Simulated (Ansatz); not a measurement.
Consider the ligand exchange at the Si–O bond: `NB(O)O[SiH3]` + `[OH][Ga]([OH])[F]` → `[OH][Ga]([F])[O][SiH3]` + `NB(O)O`.

Gas-phase electronic energies from Ansatz, PBE0-D4/def2-TZVP geometries. CBS: MP2 limit from def2 TZ/QZ plus the TZ coupled-cluster correction, frozen cores. This one scheme is used for every species. Functionals use def2-TZVPP. For Ga outer-core shells are correlated without core-valence functions, which leaves a few kJ/mol of doubt a bond. Scalar relativity is left out up to krypton. One conformer a species, not always the lowest.

```
             level  ΔE (kJ/mol)  difference from CCSD(T)/CBS
        r2SCANh-D4         -7.4                          0.0
        r2SCAN0-D4         -8.4                         -1.0
           ωB97X-V         -7.4                          0.0
           r2SCAN0         -8.6                         -1.2
             BHLYP         -9.8                         -2.4
           LC-ωPBE         -9.0                         -1.6
SCS-MP2/def2-TZVPP         -9.2                         -1.8
     HF/def2-QZVPP        -13.3                         -5.9
SCS-MP2/def2-QZVPP         -8.7                         -1.3
      HF/CBS(def2)        -13.4                         -6.0
       CCSD(T)/CBS         -7.4                            0
```

Largest T1 diagnostic among the species: 0.014.

From BLYP to BHLYP (50 % exact exchange), in def2-TZVPP and without D4, ΔE moves by −3.7 kJ/mol. At CCSD(T), def2-SVP lies −5.5 kJ/mol from the extrapolated value and def2-TZVPP −1.2 kJ/mol. In def2-TZVPP, CCSD(T) changes the Hartree–Fock value by +4.5 kJ/mol (the triples alone add +0.8 kJ/mol) and MP2 by +4.6 kJ/mol.
